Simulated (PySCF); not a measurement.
C2H12N2Si2, SMILES CN([SiH3])[Si@@H](C)N.

Coordinates come from a ωB97X-D3(BJ)/def2-SVP optimisation. The structure was generated by enumeration; whether it is a known compound was not checked. The values are those of a single conformer.

These are TDA-PBE/def2-SVPD run with PySCF values and carry that method's errors.

Vertical excitations. The molecule is in vacuum.

```json
[
 {"state": "S1", "energy (eV)": "5.05", "λ (nm)": "245", "f": "0.000", "main pairs": "HOMO→LUMO 100 %"},
 {"state": "S2", "energy (eV)": "5.39", "λ (nm)": "230", "f": "0.003", "main pairs": "HOMO→LUMO+1 99 %"},
 {"state": "S3", "energy (eV)": "5.74", "λ (nm)": "216", "f": "0.016", "main pairs": "HOMO→LUMO+2 92 %"},
 {"state": "S4", "energy (eV)": "5.80", "λ (nm)": "214", "f": "0.033", "main pairs": "HOMO→LUMO+3 91 %"},
 {"state": "S5", "energy (eV)": "5.92", "λ (nm)": "210", "f": "0.029", "main pairs": "HOMO−1→LUMO 94 %"},
 {"state": "S6", "energy (eV)": "6.23", "λ (nm)": "199", "f": "0.008", "main pairs": "HOMO−1→LUMO+1 93 %"},
 {"state": "T1", "energy (eV)": "4.99", "λ (nm)": "249", "f": "0", "main pairs": "HOMO→LUMO 98 %"},
 {"state": "T2", "energy (eV)": "5.26", "λ (nm)": "236", "f": "0", "main pairs": "HOMO→LUMO+1 97 %"}
]
```
Triplets are in the Tamm–Dancoff approximation.
